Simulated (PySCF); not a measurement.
Sn(I)(NH2) (H2INSn), SMILES [NH2][Sn][I] (connectivity only; charge and spin as stated), neutral, multiplicity 1.

The structure is a stationary point at PBE0-D3(BJ)/def2-SVP. The def2 effective core potentials stand for the cores of I, Sn; spin–orbit coupling is left out. The values are those of a single conformer.

All values below come from TDA-CAM-B3LYP/def2-SVPD run with PySCF.

Vertical excitations. Gas-phase values at a fixed geometry. State labels are in the subgroup Cs.

Give excitation energies, oscillator strengths and character. (An estimate is asked for; the answer gives what the named calculation found.)


```tsv
state	symmetry	energy (eV)	λ (nm)	f	main pairs
S1	A"	3.83	324	0.018	HOMO→LUMO 98 %
S2	A"	4.25	292	0.015	HOMO−2→LUMO 98 %
S3	A'	4.29	289	0.021	HOMO−1→LUMO 91 %
S4	A'	5.09	244	0.050	HOMO→LUMO+1 68 %, HOMO−2→LUMO+1 22 %
S5	A"	5.09	244	0.010	HOMO−1→LUMO+1 94 %
S6	A'	5.34	232	0.058	HOMO−3→LUMO 82 %
S7	A"	5.90	210	0.008	HOMO−3→LUMO+1 83 %
S8	A'	6.01	206	0.681	HOMO−2→LUMO+1 61 %, HOMO→LUMO+1 15 %
S9	A"	6.11	203	0.023	HOMO−4→LUMO 88 %
S10	A"	6.36	195	0.002	HOMO−1→LUMO+2 71 %
T1	A"	2.95	420	0	HOMO→LUMO 67 %, HOMO−2→LUMO 28 %
T2	A'	3.51	353	0	HOMO−1→LUMO 66 %, HOMO−3→LUMO 31 %
T3	A"	4.03	308	0	HOMO−2→LUMO 69 %, HOMO→LUMO 29 %
T4	A'	4.13	300	0	HOMO−3→LUMO 60 %, HOMO−1→LUMO 28 %
```
Triplets are in the Tamm–Dancoff approximation.
